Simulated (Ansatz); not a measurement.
Basis sets compared for Pd₃H₃⁺. Charge 1, multiplicity 1. Geometry PBE-D4/def2-TZVP. Ansatz on 4 threads of Arm Neoverse V2 on a shared host; times are rough, and most runs start from earlier orbitals.

Cartesian coordinates in Å:
```
Pd -0.7970 -0.9803 1.0204
Pd 0.9266 -0.7730 -1.0869
Pd 0.7195 1.2693 0.7134
H -0.8169 0.6688 0.8648
H 0.6129 0.8408 -0.8832
H -0.6451 -1.0255 -0.6285
```

In the def2 sets Pd takes a core potential; there is no spin–orbit coupling. The structure comes from a short search, and lower isomers may exist.

```
           level  functions  energy (Eh)  HOMO (eV)  LUMO (eV)  wall time
 PBE-D4/def2-SVP        108    -385.2727     -10.58      -8.83      1.4 s
PBE0-D4/def2-SVP        108    -385.1563     -11.67      -7.92      1.6 s
```

(1) Estimate the rows for PBE-D4/def2-TZVP (with forces), PBE0-D4/def2-TZVP.

Answers

(1) 
```csv
level,functions,energy (Eh),HOMO (eV),LUMO (eV),wall time
PBE-D4/def2-TZVP (with forces),138,-385.3769,-10.56,-8.82,2 s
PBE0-D4/def2-TZVP,138,-385.2567,-11.64,-7.90,2.2 s
```
